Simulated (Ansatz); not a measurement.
Stepwise reaction of `C[S][AlH2]` with hydrogen fluoride, as a gas-phase model of exchange steps in deposition or etching. ΔE in kJ/mol; ΔG adds harmonic PBE0-D4 terms to CCSD(T)/CBS, at 1 bar.

Program: Ansatz. Geometries: PBE0-D4/def2-TZVP. ΔE: electronic, gas phase. CCSD(T)/CBS adds triple-zeta CCSD(T) − MP2 to the extrapolated MP2 energy (def2 sets, frozen cores). This one scheme is used for every species. DFT in def2-TZVPP. B3LYP here is the variant with VWN-RPA as its local correlation; programs differ in this. One conformer a species, not always the lowest.

| step | reaction | PBE-D4 | B3LYP-D4 | ωB97M-V | CCSD(T)/CBS | ΔG(600 K) |
| --- | --- | --- | --- | --- | --- | --- |
| 1 | `C[S][AlH2]` + H–F → `C[S][AlH][F]` + H₂ | -160.0 | -167.7 | -166.1 | -165.4 | -161.0 |

**Question.** Give the row of step 2, `C[S][AlH][F]` + H–F → `C[S][Al]([F])[F]` + H₂. (Best estimate.)

**Answer.** Ansatz gave: 
| step | reaction | PBE-D4 | B3LYP-D4 | ωB97M-V | CCSD(T)/CBS | ΔG(600 K) |
| --- | --- | --- | --- | --- | --- | --- |
| 2 | `C[S][AlH][F]` + H–F → `C[S][Al]([F])[F]` + H₂ | -152.3 | -161.5 | -158.2 | -158.9 | -157.4 |

**Question.** By hand: ΔE of the 2 steps together at CCSD(T)/CBS.

**Answer.** (-165.4) + (-158.9) = -324.3 kJ/mol, or -162.2 kJ/mol a step.

In ΔE each step is higher than the one before. All are downhill at CCSD(T)/CBS. ΔG lies between -161.0 and -157.4 kJ/mol a step. PBE-D4 differs from CCSD(T)/CBS by 5.4 to 6.6 kJ/mol a step. Isolated molecules leave out the surface, adducts and barriers. Largest T1 diagnostic: 0.012.
